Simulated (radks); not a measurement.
Effect of the nuclear size on the vanadium ion V+, [Ar] 3d4. Method: Dirac Kohn-Sham, LDA (Slater exchange, Perdew-Wang correlation), spin-unpolarised, spherical densities, finite nucleus; open shells are shared between the two j in proportion to 2j + 1; Fermi nuclear charge, rms radius 3.6002 fm; computed with a radial shooting solver on a logarithmic mesh with Libxc functionals. The rms radius is varied about that value; shifts are against it.

| rms radius (fm) | total energy shift (eV) | density at nucleus (e/bohr^3) | 1s1/2 shift (meV) | 2s1/2 shift (meV) | 3s1/2 shift (meV) |
|---|---|---|---|---|---|
| 3.1934 | -0.0126 | 9858 | -5.36 | -0.461 | -0.065 |
| 3.3302 | -0.00855 | 9844 | -3.63 | -0.312 | -0.044 |
| 3.6002 | 0 | 9818 | 0.000 | 0.000 | 0.000 |
| 3.8378 | 0.00806 | 9797 | 3.42 | 0.294 | 0.042 |
| 4.4138 | 0.0296 | 9752 | 12.6 | 1.08 | 0.153 |

Slopes of the eigenvalues against <r^2> in GHz/fm^2, as finite differences over the two radii next to the reference (eigenvalue slopes, not the field-shift constants of lines): 1s1/2 468, 2s1/2 40.2, 3s1/2 5.70.
